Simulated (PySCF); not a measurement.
TaOCl3, SMILES [Cl][Ta]([Cl])(=[O])[Cl], multiplicity 1.

Coordinates come from a B3LYP-D3(BJ)/def2-SVP optimisation. The multiplicity is an assumed one; other spin states were not compared. The isomer is the one that the SMILES or the coordinates give; other isomers of the formula were not compared. The def2 effective core potentials stand for the cores of Ta; spin–orbit coupling is left out.

These are PySCF with PBE0/def2-TZVP values and carry that method's errors.

Symmetry labels are those of the subgroup Cs that the program uses (full group C3v).

Problem. List the valence orbital energies around the gap with their symmetry. (An estimate is asked for; the answer gives what the named calculation found.)

Solution. 
```
orbital  symmetry  energy (eV)
-------  --------  -----------
HOMO−7         A"       -11.39
HOMO−6         A'       -11.39
HOMO−5         A'       -10.57
HOMO−4         A"       -10.57
HOMO−3         A'       -10.17
HOMO−2         A"        -9.99
HOMO−1         A"        -9.78
HOMO           A'        -9.78
LUMO           A"        -2.94
LUMO+1         A'        -2.94
LUMO+2         A'        -1.15
LUMO+3         A"        -1.15
```
